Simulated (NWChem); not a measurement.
## Basis-set convergence for H₄Sn

```xyz
5

Sn     0.0000     0.0000     0.0000
H      1.3970     0.0000     0.9878
H     -1.3970     0.0000     0.9878
H      0.0000    -1.3970    -0.9878
H      0.0000     1.3970    -0.9878
```
Charge 0, spin multiplicity 1.

Program: NWChem. Structure: optimised with PBE0/def2-SVP with def2 effective core potentials on Sn, a minimum by its harmonic frequencies.

Quantity: vertical ionisation energy at the level ΔPBE (Δ: difference of total energies, the cation a doublet at the parent's geometry with its hole in an orbital of symmetry a1 (C2v labels); it is the state that the SCF runs reached, from PBE0 orbitals for Hartree-Fock references, and need not be the lowest).

Effective core potentials replace the inner electrons of Sn; spin-orbit coupling is left out. The structure started from a generated list of species. The stability of the SCF solutions was not checked.

Costs are rough ratios of processor time within this set of runs, SCF included, with def2-SVP as 1.

**Question.** In def2-TZVPP the value is 11.18 eV. Among def2-SVP, def2-SVPD, def2-TZVP, def2-TZVPD, which is the smallest basis within 0.05 eV of it?

**Answer.** def2-SVP, with 46 functions against 106 (also within reach: def2-SVPD, def2-TZVP, def2-TZVPD). def2-TZVPP isn't the basis-set limit itself, and a small set can land close by cancellation.

```tsv
basis	functions	vertical ionisation energy (eV)	relative cost
def2-SVP	46	11.17	1
def2-SVPD	64	11.19	under 3
def2-TZVP	74	11.19	under 3
def2-TZVPD	92	11.19	under 3
def2-TZVPP	106	11.18	under 3
```
